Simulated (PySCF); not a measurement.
A PySCF script (with the pyscf-properties extension) for the NMR shieldings of SMILES COCP(C)C(C)(C)C, C7H17OP, on a GFN2-xTB geometry:

```python
import basis_set_exchange as bse
import numpy as np
from pyscf import gto, dft
from pyscf.prop import nmr

atoms = """
C     3.540193    0.386497    0.231380
O     2.628612    0.663773   -0.798698
C     1.336274    0.953948   -0.331524
P     0.518052   -0.570827    0.418291
C     0.575811   -1.604335   -1.113442
C    -1.300851   -0.014119    0.458732
C    -1.927328    0.300552   -0.896569
C    -2.066630   -1.169178    1.109002
C    -1.378896    1.213391    1.368996
H     3.657383    1.249092    0.899421
H     4.492441    0.160291   -0.244452
H     3.212905   -0.474629    0.828112
H     0.778372    1.303754   -1.204907
H     1.371079    1.754060    0.423963
H     1.606662   -1.930886   -1.246754
H    -0.049890   -2.485484   -0.984926
H     0.268105   -1.042987   -1.993302
H    -1.983197   -0.589048   -1.519205
H    -1.374636    1.070718   -1.430297
H    -2.942852    0.665495   -0.744382
H    -3.116180   -0.907102    1.236234
H    -1.648203   -1.400974    2.086664
H    -2.011884   -2.065219    0.493219
H    -0.943746    2.086887    0.887464
H    -0.845374    1.029513    2.300961
H    -2.417266    1.439430    1.608928
"""
names = dict.fromkeys(["C", "O", "P", "H"], "pcSseg-1")
basis = {el: gto.basis.parse(bse.get_basis(n, elements=[el], fmt="nwchem")) for el, n in names.items()}
mol = gto.M(atom=atoms, basis=basis, charge=0, verbose=0)
mf = dft.RKS(mol, xc="PBE0")
mf.grids.level = 2
mf.grids.alignment = dft.numint.BLKSIZE   # the property module wants whole blocks of grid points
mf.conv_tol = 1e-9
mf.kernel()

calc = nmr.RKS(mf)   # GIAO
C = mf.mo_coeff
Co = C[:, mf.mo_occ > 0]
resp = mf.gen_response(singlet=True, hermi=2)
def vind(x):   # induced exchange potential for any number of trial vectors
    d = np.einsum("pi,xij,qj->xpq", C, 2 * x.reshape(-1, C.shape[1], Co.shape[1]), Co, optimize=True)
    return np.einsum("xpq,pi,qj->xij", resp(d - d.transpose(0, 2, 1)), C, Co, optimize=True).ravel()
mo1, _ = nmr.rhf.solve_mo1(calc, with_cphf=vind)
sigma = calc.kernel(mo1)
for i, s in enumerate(sigma):   # ppm
    print("%2d %-2s %9.2f" % (i, mol.atom_pure_symbol(i), np.trace(s) / 3))
```

Task: Give the expected output.

Result: 
```
 0 C     127.40
 1 O     333.27
 2 C     110.54
 3 P     370.01
 4 C     178.23
 5 C     156.11
 6 C     162.57
 7 C     154.47
 8 C     157.27
 9 H      28.75
10 H      28.15
11 H      27.71
12 H      27.56
13 H      27.91
14 H      30.39
15 H      30.84
16 H      30.84
17 H      30.68
18 H      30.58
19 H      30.84
20 H      30.85
21 H      30.53
22 H      30.60
23 H      30.89
24 H      30.66
25 H      30.83
```

These numbers come from an equivalent density-fitted implementation of the same equations, which agrees with the script to about 0.01 ppm for H and up to a few tenths of a ppm for heavy atoms, so last digits may differ.

Size and cost of the density-fitted run: 245 basis functions, 110 s wall time on 1 thread of an x86-64 server CPU, shared host.
